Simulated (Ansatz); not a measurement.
Z-matrix (Å, degrees):
```
Ti
Cl 1 2.251
C 1 2.913 2 107.0
O 1 1.768 2 106.9 3 143.5
N 1 1.866 2 109.0 3 25.7
O 1 1.774 2 108.2 3 -92.1
C 1 2.916 2 105.6 3 51.1
H 3 1.099 1 126.4 2 169.5
H 3 1.099 1 120.9 2 17.6
H 3 1.091 1 78.3 2 -86.6
C 4 1.389 1 159.7 2 51.0
C 6 1.397 1 151.1 2 -84.7
H 7 1.091 1 78.5 2 83.3
H 7 1.099 1 120.9 2 -20.9
H 7 1.099 1 126.3 2 -172.6
H 11 1.095 4 110.7 1 67.9
H 11 1.095 4 110.3 1 -52.4
H 11 1.095 4 110.0 1 -172.2
C 12 1.513 6 112.0 1 -17.6
H 12 1.097 6 108.3 1 -139.5
H 12 1.097 6 108.3 1 104.4
H 19 1.093 12 110.6 6 60.8
H 19 1.093 12 110.4 6 -179.4
H 19 1.093 12 110.6 6 -59.5
```

Total charge 0; spin multiplicity 1.

Question: List the PBE0/def2-TZVPP orbital energies in eV (Ansatz). (Estimate.)

Answer: The calculation gave: Occupied: -4874.77, -2766.03, -545.17, -522.83, -522.74, -454.86, -454.80, -454.78, -391.21, -279.67, -279.55, -278.77, -278.75, -278.09, -257.88, -196.11, -196.06, -196.05, -66.41, -42.18, -41.86, -41.76, -27.94, -27.78, -24.99, -21.25, -21.01, -19.96, -18.94, -17.34, -17.01, -13.55, -13.44, -13.21, -13.06, -12.88, -12.79, -12.78, -12.63, -12.20, -11.03, -10.85, -10.73, -10.48, -9.45, -9.34, -8.94, -8.87, -8.64, -8.47, -8.34, -7.92, -6.51. Lowest empty: -1.14, -0.87, -0.32, -0.27, -0.12, 0.44, 1.46, 1.62.
